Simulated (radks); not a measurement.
Values are calculated unless marked as measured or tabulated.
Ionisation of the neon ion Ne6+, [He] 2s2, to Ne7+, [He] 2s1, under several functionals. Scalar-relativistic Kohn-Sham, spin-unpolarised, spherical densities, finite nucleus; a radial shooting solver on a logarithmic mesh with Libxc functionals.

| functional | E(Ne6+) (hartree) | Exc (hartree) | IE (eV) | -e(HOMO) (eV) | <r> HOMO (bohr) | IE error (eV) |
|---|---|---|---|---|---|---|
| RPBE | -110.40330 | -7.75350 | 207.80 | 192.56 | 0.7085 | +0.5 |
| Wu-Cohen GGA | -110.13439 | -7.47527 | 207.48 | 192.23 | 0.7086 | +0.2 |
| PBE | -110.28849 | -7.63421 | 207.75 | 192.47 | 0.7083 | +0.5 |
| OLYP | -110.38359 | -7.73540 | 207.74 | 192.63 | 0.7092 | +0.5 |

NIST Atomic Spectra Database: 207.27 eV (measured). Closest: Wu-Cohen GGA. The Delta-SCF values span 0.32 eV, the total energies 0.27 hartree. The highest occupied level is 2s. Spin polarisation and multiplet splitting are left out, so open shells lie too high by an amount that depends on their filling.

Beside tabulated values, note that spin-unpolarised runs miss the spin-polarisation part of the exchange energy of open shells.
